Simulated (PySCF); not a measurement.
[VBr5]3- holds V(II), d3, at total charge -3. The structure is a model geometry with rigid ligands and bond lengths from ionic radii, not a minimum; coordination square pyramidal, point group C4v, metal–donor distances 2.59 Å.

Method (PySCF 2.14, density fitting): CASSCF(3,5) with orbitals averaged over all microstates of the shell, strongly contracted NEVPT2 on the averaged canonical orbitals; basis x2c-TZVPall on the metal, x2c-SVPall elsewhere; spin-free X2C; IEF-PCM water; spin-orbit coupling by state interaction with the mean-field operator over all roots.

CASSCF energies above the lowest CASSCF root:

| state | CASSCF / cm⁻¹ |
| --- | --- |
| 4B1 | 0 |
| 4E | 3303 |
| 4A2 | 7565 |
| 4B2 | 7750 |
| 4E | 9651 |
| 2A1 | 15219 |
| 2B1 | 15469 |
| 2E | 15851 |
| 2A2 | 16207 |
| 2A1 | 17622 |
| 2E | 17708 |
| 4A2 | 18236 |
| 2B2 | 18691 |
| 2E | 19974 |
| 4E | 21020 |
| 2B2 | 21393 |
| 2A2 | 21677 |
| 2E | 22254 |
| 2B1 | 23334 |
| 2A1 | 24246 |
| 2A2 | 24855 |
| 2B2 | 25037 |

Task: How does dynamic correlation (SC-NEVPT2) move these states?

Result: 
| state | NEVPT2 / cm⁻¹ | shift / cm⁻¹ |
| --- | --- | --- |
| 4B1 | 0 | 0 |
| 4E | 3503 | +200 |
| 4A2 | 8046 | +481 |
| 4B2 | 9220 | +1470 |
| 4E | 11177 | +1526 |
| 2A1 | 13448 | -1771 |
| 2B1 | 13785 | -1684 |
| 2E | 14248 | -1603 |
| 2A2 | 14572 | -1635 |
| 2A1 | 16136 | -1486 |
| 2E | 16103 | -1606 |
| 4A2 | 16761 | -1476 |
| 2B2 | 17189 | -1502 |
| 2E | 17933 | -2041 |
| 4E | 19645 | -1375 |
| 2B2 | 19620 | -1773 |
| 2A2 | 20485 | -1192 |
| 2E | 20356 | -1898 |
| 2B1 | 21278 | -2056 |
| 2A1 | 22944 | -1302 |
| 2A2 | 23646 | -1210 |
| 2B2 | 23110 | -1927 |

The geometry is a model, and the complex may not exist in this form.
